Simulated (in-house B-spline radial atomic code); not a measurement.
Successive ionisation energies of barium; each step leads to the configuration of the next row (after the last: [Ne] 3s2 3p1/2(2) 3p3/2(3)). Dirac energy differences include first-order Breit, QED and recoil terms. NIST's values go from ground level to ground level; the uncertainty of those that are theory runs from under 0.1 % in few-electron ions to several per cent in heavy many-electron ones. Computed with an all-electron radial atomic-structure program (B-spline basis): Dirac-Hartree-Fock, jj configuration that fills j = l - 1/2 first, finite nuclei.

A number in brackets counts the electrons of a j subshell.

```json
{"ion": "Ba24+", "configuration": "[Ar] 3d10 4s2 4p1/2(2)", "ionisation energy (eV)": "807.5", "tabulated value (eV)": "809", "tabulated kind": "tabulated theory", "computed minus tabulated (eV)": "-1.5", "highest orbital": "4p1/2", "largest mean radius (bohr)": "0.61316"}
{"ion": "Ba25+", "configuration": "[Ar] 3d10 4s2 4p1/2(1)", "ionisation energy (eV)": "846.8", "tabulated value (eV)": "846", "tabulated kind": "tabulated theory", "computed minus tabulated (eV)": "0.8", "highest orbital": "4p1/2", "largest mean radius (bohr)": "0.60717"}
{"ion": "Ba26+", "configuration": "[Ar] 3d10 4s2", "ionisation energy (eV)": "934.6", "tabulated value (eV)": "935", "tabulated kind": "tabulated theory", "computed minus tabulated (eV)": "-0.4", "highest orbital": "4s1/2", "largest mean radius (bohr)": "0.59874"}
{"ion": "Ba27+", "configuration": "[Ar] 3d10 4s1", "ionisation energy (eV)": "975.1", "tabulated value (eV)": "976.62", "tabulated kind": "semi-empirical", "computed minus tabulated (eV)": "-1.5", "highest orbital": "4s1/2", "largest mean radius (bohr)": "0.59376"}
{"ion": "Ba28+", "configuration": "[Ar] 3d10", "ionisation energy (eV)": "1694.9", "tabulated value (eV)": "1695", "tabulated kind": "tabulated theory", "computed minus tabulated (eV)": "-0.1", "highest orbital": "3d5/2", "largest mean radius (bohr)": "0.28603"}
{"ion": "Ba29+", "configuration": "[Ar] 3d3/2(4) 3d5/2(5)", "ionisation energy (eV)": "1780.5", "tabulated value (eV)": "1776", "tabulated kind": "tabulated theory", "computed minus tabulated (eV)": "4.5", "highest orbital": "3d5/2", "largest mean radius (bohr)": "0.28387"}
{"ion": "Ba30+", "configuration": "[Ar] 3d3/2(4) 3d5/2(4)", "ionisation energy (eV)": "1867.7", "tabulated value (eV)": "1864", "tabulated kind": "tabulated theory", "computed minus tabulated (eV)": "3.7", "highest orbital": "3d5/2", "largest mean radius (bohr)": "0.28202"}
{"ion": "Ba31+", "configuration": "[Ar] 3d3/2(4) 3d5/2(3)", "ionisation energy (eV)": "1956.5", "tabulated value (eV)": "1958", "tabulated kind": "tabulated theory", "computed minus tabulated (eV)": "-1.5", "highest orbital": "3d5/2", "largest mean radius (bohr)": "0.28018"}
{"ion": "Ba32+", "configuration": "[Ar] 3d3/2(4) 3d5/2(2)", "ionisation energy (eV)": "2046.8", "tabulated value (eV)": "2047", "tabulated kind": "tabulated theory", "computed minus tabulated (eV)": "-0.2", "highest orbital": "3d5/2", "largest mean radius (bohr)": "0.27834"}
{"ion": "Ba33+", "configuration": "[Ar] 3d3/2(4) 3d5/2(1)", "ionisation energy (eV)": "2138.7", "tabulated value (eV)": "2142", "tabulated kind": "tabulated theory", "computed minus tabulated (eV)": "-3.3", "highest orbital": "3d5/2", "largest mean radius (bohr)": "0.27652"}
{"ion": "Ba34+", "configuration": "[Ar] 3d3/2(4)", "ionisation energy (eV)": "2255.1", "tabulated value (eV)": "2256", "tabulated kind": "tabulated theory", "computed minus tabulated (eV)": "-0.9", "highest orbital": "3d3/2", "largest mean radius (bohr)": "0.27471"}
{"ion": "Ba35+", "configuration": "[Ar] 3d3/2(3)", "ionisation energy (eV)": "2350.7", "tabulated value (eV)": "2349", "tabulated kind": "tabulated theory", "computed minus tabulated (eV)": "1.7", "highest orbital": "3d3/2", "largest mean radius (bohr)": "0.27288"}
{"ion": "Ba36+", "configuration": "[Ar] 3d3/2(2)", "ionisation energy (eV)": "2447.8", "tabulated value (eV)": "2452", "tabulated kind": "tabulated theory", "computed minus tabulated (eV)": "-4.2", "highest orbital": "3d3/2", "largest mean radius (bohr)": "0.27106"}
{"ion": "Ba37+", "configuration": "[Ar] 3d3/2(1)", "ionisation energy (eV)": "2546.6", "tabulated value (eV)": "2547", "tabulated kind": "tabulated theory", "computed minus tabulated (eV)": "-0.4", "highest orbital": "3d3/2", "largest mean radius (bohr)": "0.26926"}
{"ion": "Ba38+", "configuration": "[Ne] 3s2 3p6", "ionisation energy (eV)": "2814.9", "tabulated value (eV)": "2814", "tabulated kind": "tabulated theory", "computed minus tabulated (eV)": "0.9", "highest orbital": "3p3/2", "largest mean radius (bohr)": "0.26747"}
```

Problem. Where is the largest jump?

Solution. From Ba27+ to Ba28+, by a factor of 1.74 (975.12 to 1694.9 eV); the highest orbital goes from 4s1/2 to 3d5/2.
